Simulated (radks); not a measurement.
Values are calculated unless marked as measured or tabulated.
Trend from Zr3+ to Cd3+: ionisation energy by Delta-SCF between NIST ground configurations, and size. Code: a radial shooting solver on a logarithmic mesh with Libxc functionals. Model: scalar-relativistic Kohn-Sham, LDA (Slater exchange, Perdew-Wang correlation), spin-unpolarised, spherical densities, point nucleus.

| species | configuration | IE (eV) | NIST (eV) | kind | -e(HOMO) (eV) |
|---|---|---|---|---|---|
| Zr3+ | [Kr] 4d1 | 34.379 | 34.418 | exp. | 28.378 (4d) |
| Nb3+ | [Kr] 4d2 | 37.091 | 37.61 | exp. | 30.792 (4d) |
| Mo3+ | [Kr] 4d3 | 39.700 | 40.3 | semi-emp. | 33.113 (4d) |
| Tc3+ | [Kr] 4d4 | 42.236 | 41 | theory | 35.366 (4d) |
| Ru3+ | [Kr] 4d5 | 44.718 | 45 | theory | 37.569 (4d) |
| Rh3+ | [Kr] 4d6 | 47.156 | 42 | theory | 39.732 (4d) |
| Pd3+ | [Kr] 4d7 | 49.559 | 46 | theory | 41.865 (4d) |
| Ag3+ | [Kr] 4d8 | 51.934 | 49 | theory | 43.973 (4d) |
| Cd3+ | [Kr] 4d9 | 54.286 | 51 | theory | 46.061 (4d) |

Reference values: NIST Atomic Spectra Database (exp. = measured, semi-emp. = semi-empirical, theory = theoretical value adopted there). Spin polarisation and multiplet splitting are left out, so open shells lie too high by an amount that depends on their filling.

Beside tabulated values, note that spin-unpolarised runs miss the spin-polarisation part of the exchange energy of open shells.
